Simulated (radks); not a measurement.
Task: Successive ionisation energies (eV) of one element, from differences of total energies of ions in their ground configurations, starting at charge 0: 5.387, 9.764, 20.464, 37.320, 66.821, 79.361, 91.835, 110.31. All-electron calculation, scalar-relativistic Kohn-Sham, r2SCAN, spin-polarised, spherical densities, finite nucleus; open shells are filled with parallel spins first (spin-orbit coupling, left out, can overturn this in heavy ions); meta-GGA in the generalised Kohn-Sham scheme; Fermi nuclear charge, rms radius 4.8771 fm. Program: a radial shooting solver on a logarithmic mesh with Libxc functionals. Which element is it?

Result: Cerium (Z = 58). The first species listed is Ce in [Xe] 4f1 5d1 6s2, the last Ce7+ in [Kr] 4d10 5s2 5p3.
